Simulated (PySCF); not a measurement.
## How methods differ on the ionisation energy of Hf(49+)

Hf(49+) [Ar] 3d5 [3d3/2^4 3d5/2^1, M_J = 5/2] → Hf(50+) [Ar] 3d4 [3d3/2^4, M_J = 0], as a difference of total energies. Calculation: PySCF 2.14, in an uncontracted even-tempered set (15 s from 13 bohr⁻², ratio 2.8; 12 p from 16 bohr⁻², ratio 2.8; 8 d from 16 bohr⁻², ratio 2.8; 3 f from 55 bohr⁻², ratio 3); the two-component X2C-1e Hamiltonian. Correlated levels: [Ne] frozen; the 72 highest virtual spinors dropped. "Screened" scales the spin-orbit matrix elements by Boettger's factors to mimic the two-electron term; Breit and QED terms are absent.

| method | ionisation energy (eV) |
| --- | --- |
| GHF (spin-free) | 4421.7 |
| GMP2 (spin-free) | 4421.6 |
| GHF (screened spin-orbit) | 4374.2 |
| GMP2 (screened spin-orbit) | 4374.0 |

Breit and QED terms and the two-electron picture change are absent.

The spin-free rows relax to the high-spin LS determinant and lack the spin-orbit shift.

The labels give the starting determinants; with spin-orbit coupling the two ends relaxed to ⟨J²⟩ = 8.75, ⟨L²⟩ = 6.06, ⟨S²⟩ = 2.91 and ⟨J²⟩ = 0.00, ⟨L²⟩ = 2.45, ⟨S²⟩ = 2.45.

For comparison: 4372 ± 4 eV (theoretical estimate listed by NIST; NIST Atomic Spectra Database, ionization energies).
